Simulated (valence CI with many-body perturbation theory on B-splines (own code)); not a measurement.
## Ba15+: one-electron terms

Method: valence CI with perturbative core correlation (CI+MBPT): five valence electrons over a frozen Dirac-Fock core [Kr], radial functions for each j: 7 s, 7 p, 8 d, 6 f, 4 g, 1 h, with the one-electron correlation potential Σ1 (screened to all orders), the two-electron term Σ2, the three-electron term Σ3, Breit, model QED; selected single and double excitations, second order for the rest (own B-spline code, finite nucleus).

No measured spectrum was set against this ion. As an estimate, terms of the open shell hold to 2 to 4 % of their energy, and close levels can change places. Core correlation moves these levels by up to 12000 cm⁻¹, and in measured spectra 5 to 20 % of such shifts remained as error; rates that hang on mixing are uncertain with them. Among the levels kept, up to 310 cm⁻¹ of a level comes from second order outside the variational space, and about a tenth of that is noise between levels of different J, which matters for small intervals. Only levels of the ground parity were solved; by the run's estimate the other parity begins above the list, which can be wrong where configurations are misplaced.

These are the spectroscopic orbitals of the CI (the correlating ones are not listed), shaped by the core and the other valence electrons. h is the expectation value of the core's Dirac-Fock operator, without the valence repulsion; Σ1 is computed up to l = 3 at one energy for each symmetry, that of its lowest orbital but kept below the first core excitation, so for empty shells it is not the orbital's own correlation shift; Breit and QED include the response of the core.

| Orbital | h (hartree) | Σ1 (cm⁻¹) | Breit (cm⁻¹) | QED (cm⁻¹) | ⟨r⟩ (bohr) |
| --- | --- | --- | --- | --- | --- |
| 5s1/2 | -13.173 | -9290 | 772 | 639 | 1.262 |
| 6s1/2 | -8.2155 | -3354 | 386 | 318 | 2.039 |
| 7s1/2 | -5.6281 | -1663 | 216 | 179 | 3.006 |
| 5p1/2 | -12.267 | -8220 | 1166 | -36.3 | 1.319 |
| 6p1/2 | -7.7527 | -3191 | 604 | -18.2 | 2.124 |
| 7p1/2 | -5.36 | -1636 | 347 | -10.4 | 3.122 |
| 5p3/2 | -12.008 | -7584 | 692 | 26.5 | 1.350 |
| 6p3/2 | -7.6237 | -3011 | 363 | 14.1 | 2.162 |
| 7p3/2 | -5.2859 | -1558 | 222 | 8.3 | 3.168 |
| 4d3/2 | -19.028 | -18607 | 1203 | -234 | 0.7175 |
| 5d3/2 | -10.522 | -6424 | 439 | -61.9 | 1.449 |
| 6d3/2 | -6.8556 | -2915 | 227 | -30.8 | 2.332 |
| 4d5/2 | -18.891 | -18207 | 480 | -159 | 0.7241 |
| 5d5/2 | -10.47 | -6374 | 214 | -38.1 | 1.457 |
| 6d5/2 | -6.8285 | -2898 | 114 | -18.8 | 2.342 |
| 4f5/2 | -14.713 | -32963 | -188 | -138 | 0.7768 |
| 5f5/2 | -8.8527 | -6960 | -11.6 | -43.2 | 1.608 |
| 4f7/2 | -14.692 | -31273 | -467 | -122 | 0.7790 |
| 5f7/2 | -8.8436 | -6817 | -116 | -36.9 | 1.610 |
| 5g7/2 | -7.8703 |  | -28.1 | -7.1 | 1.642 |
| 5g9/2 | -7.8695 |  | -37.2 | -5.7 | 1.642 |

Among the shells of the start configuration 4d5, Σ1 is largest in size for 4d3/2, where it is 0.45 % of h.

Lowest root of each symmetry, sizes in configuration state functions:

```tsv
J	Parity	Roots	Reference	Variational	Second order	Change by selected CI (cm⁻¹)	Change by second order (cm⁻¹)
1/2	even	4	13	26398	504722	-23276	-35
3/2	even	7	19	25677	1160451	-22846	-107
5/2	even	10	24	26859	1424295	-16394	-108
7/2	even	7	20	24674	1505405	-20820	-242
9/2	even	5	14	24539	1387192	-20213	-208
11/2	even	3	7	24948	1168690	-20191	-108
13/2	even	1	3	21206	850449	-20412	-58
```
